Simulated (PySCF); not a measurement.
C3H8Ge.
InChI=1S/C3H8Ge/c4-3-1-2-3/h3H,1-2H2,4H3

The closed-shell ground state was solved at several levels (PySCF, density fitting, gas phase). Isolated species at its PBE0-D3(BJ)/def2-SVP geometry, gas phase. Relativistic effects, spin–orbit coupling among them, are left out although an element past zinc is present.

```tsv
level	basis functions	HOMO (eV)	LUMO (eV)	gap (eV)	dipole (D)
PBE0/pcSseg-1	132	-8.21	1.13	9.34	0.77
PBE/pcSseg-2	283	-6.94	-0.15	6.79	0.86
CAM-B3LYP/def2-SVPD	162	-9.54	1.14	10.68	0.77
```

(1) Estimate the row for B3LYP/pcJ-1 (pcSseg-1 on Ge), a basis of 202 functions; the other rows only guide the guess.

(2) Over all these levels, which gives the widest orbital gap and which the narrowest?

(3) How far do the dipole and the HOMO energy spread over the levels?

Answers

(1) HOMO -7.96 eV, LUMO 0.89 eV, gap 8.85 eV, dipole 0.81 D.

(2) CAM-B3LYP/def2-SVPD (range-separated hybrid) has the widest, 10.68 eV, and PBE/pcSseg-2 (GGA) the narrowest, 6.79 eV. Functional and basis both differ between the two, so the spread mixes both effects.

(3) The dipole runs from 0.77 to 0.86 D (mean 0.80 D) and the HOMO from -9.54 to -6.94 eV.
